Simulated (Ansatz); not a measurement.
Relaxation of C$_{2}$H$_{6}$ClGeN (11 atoms, charge 0, multiplicity 1), to a largest force component of 0.02 eV/Å in at most 50 steps.

These are results of RKS B3LYP-D4/def2-SVP in Ansatz, not measurements.

```xyz
11
Properties=species:S:1:pos:R:3
C -1.723 0.136 -0.196
C -0.913 -0.557 0.491
Ge 0.899 -0.019 0.645
N 1.787 0.078 -1.035
Cl 1.039 1.917 1.587
H -1.452 1.112 -0.698
H -2.780 -0.129 -0.291
H -1.203 -1.450 0.969
H -1.709 -0.070 1.054
H 1.568 -0.864 -1.455
H 1.148 0.758 -1.563
```

Q: Where does it end, and by what steps?

A: The forces met the threshold. After 26 steps the energy has fallen by 6.156 eV; C2 moved furthest, 1.08 Å. Parted: C1–H9, C2–Ge3.

| step | energy less start (eV) | largest force component (eV/Å) | accepted |
| --- | --- | --- | --- |
| 0 | 0.0000 | 6.732 | yes |
| 1 | -1.9452 | 3.160 | yes |
| 2 | -2.9074 | 1.256 | yes |
| 3 | -3.2591 | 1.525 | yes |
| 4 | -3.3983 | 1.520 | yes |
| 5 | -3.5737 | 1.887 | yes |
| 6 | -3.8959 | 2.996 | yes |
| 7 | -4.4418 | 3.265 | yes |
| 8 | -5.1355 | 2.094 | yes |
| 9 | -5.7149 | 1.066 | yes |
| 10 | -5.9074 | 0.589 | yes |
| 11 | -5.9638 | 1.518 | yes |
| 12 | -6.0646 | 0.651 | yes |
| 13 | -6.1074 | 0.302 | yes |
| 14 | -6.1275 | 0.334 | yes |
| 15 | -6.1407 | 0.102 | yes |
| 16 | -6.1453 | 0.132 | yes |
| 17 | -6.1482 | 0.147 | yes |
| 18 | -6.1494 | 0.271 | yes |
| 19 | -6.1526 | 0.053 | yes |
| 20 | -6.1535 | 0.099 | yes |
| 21 | -6.1542 | 0.061 | yes |
| 22 | -6.1547 | 0.067 | yes |
| 23 | -6.1551 | 0.052 | yes |
| 24 | -6.1553 | 0.031 | yes |
| 25 | -6.1555 | 0.029 | yes |
| 26 | -6.1555 | 0.010 | yes |

```xyz
11
Properties=species:S:1:pos:R:3
C -1.855 -0.024 -0.164
C -1.816 -0.516 1.077
Ge 1.474 -0.252 0.475
N 1.699 0.224 -1.273
Cl 0.993 1.833 1.191
H -1.501 0.989 -0.379
H -2.234 -0.611 -1.007
H -2.162 -1.529 1.309
H -1.436 0.083 1.910
H 1.935 -0.450 -1.997
H 1.566 1.166 -1.633
```

Whether the end is a true minimum wasn't checked by a vibrational analysis.

Time of the run: 2 min on 2 threads of Arm Neoverse V1, on a shared host, peak memory 0.33 GiB.
